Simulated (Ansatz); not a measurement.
Start from `CBC[SiH2]C` and change one atom or group to get `C[SiH2][CH2][AlH2]`.

Ansatz, PBE0-D4/def2-TZVP geometries, multiplicity 1. Each molecule was computed in one conformer, which needn't be the lowest.

| property | `CBC[SiH2]C` |
| --- | --- |
| LUMO energy (PBE/def2-TZVPP) / eV | -1.63 |
| HOMO energy (ωB97M-V/def2-TZVPP) / eV | -10.63 |
| HOMO–LUMO gap (ωB97M-V/def2-TZVPP) / eV | 11.87 |
| HOMO energy (B3LYP/def2-TZVPP) / eV | -8.18 |
| HOMO energy (PBE/def2-TZVPP) / eV | -7.08 |
| LUMO energy (B3LYP/def2-TZVPP) / eV | -0.87 |

Give the same properties after the change, and the shifts. (An estimate is asked.)

Ansatz gave: 
```
                               property  `C[SiH2][CH2][AlH2]`  shift
      LUMO energy (PBE/def2-TZVPP) / eV                 -2.16  -0.53
  HOMO energy (ωB97M-V/def2-TZVPP) / eV                -10.07   0.56
HOMO–LUMO gap (ωB97M-V/def2-TZVPP) / eV                 10.26  -1.61
    HOMO energy (B3LYP/def2-TZVPP) / eV                 -7.68   0.50
      HOMO energy (PBE/def2-TZVPP) / eV                 -6.68   0.40
    LUMO energy (B3LYP/def2-TZVPP) / eV                 -1.60  -0.73
```

With PBE0 the HOMO rises by 0.49 eV and the LUMO falls by 0.73 eV, so the gap narrows by about 1.22 eV. PBE moves the HOMO by 0.40 eV and ωB97M-V by 0.56 eV.

B3LYP here is the variant with VWN-RPA as its local correlation; programs differ in this.
